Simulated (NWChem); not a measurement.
System: CH₄BeSe; SMILES [SeH][Be][CH3]

NWChem input:

```
start job
memory heap 200 mb stack 900 mb global 1100 mb
geometry units angstroms noautoz
  Be     0.051371    -1.101742    -0.001846
  C      0.008165    -2.775188     0.000178
  H     -0.722384    -3.174275    -0.725702
  H     -0.258153    -3.189134     0.988459
  H      0.988397    -3.206609    -0.272223
  Se     0.142525     0.940664    -0.004658
  H     -1.329778     1.011123     0.005750
end
basis spherical
  * library def2-tzvp
end
dft
  xc r2scan0
  iterations 150
  mulliken
end
task dft energy
```

Structure relaxed at the PBE0/def2-SVP level.

Q: What results follow from this input? (r2SCAN0/def2-TZVP.) Quantities: energy (Ha); highest occupied level (eV); orbital gap (eV); dipole (D).

A: 
```json
{
  "energy (Ha)": "-2456.81",
  "highest occupied level (eV)": "-7.33",
  "orbital gap (eV)": "7.02",
  "dipole (D)": "1.11"
}
```
